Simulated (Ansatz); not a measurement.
H$_{6}$GeO$_{2}$P$_{2}$ (SMILES [OH][Ge]([OH])([PH2])[PH2]), singlet, geometry from GFN2-xTB; Ansatz (an electronic-structure program) with CASSCF(6,5)/STO-3G.

Input for Ansatz:
Ansatz 0.2 input:
```yaml
crystal:
  periodic: [false, false, false]
  atoms:
    - {symbol: O, position_ang: [-0.41494496, -1.19372808, 1.41242898]}
    - {symbol: Ge, position_ang: [-0.02895039, -0.20516054, 0.00731355]}
    - {symbol: O, position_ang: [-0.17157353, -1.42924853, -1.29848229]}
    - {symbol: P, position_ang: [2.23723892, 0.44549077, 0.18832173]}
    - {symbol: P, position_ang: [-1.84786652, 1.30784943, -0.12576797]}
    - {symbol: H, position_ang: [-0.34421935, -2.13362765, 1.25729797]}
    - {symbol: H, position_ang: [0.29748495, -1.26276936, -2.11189479]}
    - {symbol: H, position_ang: [2.04003378, 1.57724563, -0.59457298]}
    - {symbol: H, position_ang: [1.96432489, 1.14144707, 1.35459169]}
    - {symbol: H, position_ang: [-2.66160277, 0.26892756, -0.55584591]}
    - {symbol: H, position_ang: [-1.51804751, 1.65762415, -1.43348983]}
basis:
  gaussian:
    orbitals: STO-3G
hamiltonian:
  xc: hf
magnetization: {spin_polarized: false}
correlation: {active_space: {window: {electrons: 6, orbitals: 5}}}
```

Q: What does Ansatz print? Leave out banner, timings and long lists.

A: 
```
Functional definition: HF
606 factors; integrals over basis functions are off by at most 3.0e-5 eV
mean field evaluation 1: about -78278.4885 eV, gradient 2.8e1 eV
mean field evaluation 2: about -78278.5926 eV, gradient 2.8e1 eV
mean field evaluation 4: about -78281.6332 eV, gradient 1.5e0 eV
mean field evaluation 8: about -78281.6461 eV, gradient 1.9e-5 eV
mean field -78281.64609877 eV, -2876.7974329242 hartree, gradient 1.1e-6 eV, S^2 0.000000; 0 other end points of the search recorded, 0 dependent functions left out
reference -78281.64609877 eV, -2876.7974329242 hartree; 42, 42 occupied and 10, 10 virtual orbitals, 606 factors
state -78282.44765817 eV, -2876.8268896890 hartree
Total energy: -78282.44765817 eV, -2876.8268896890 hartree
```
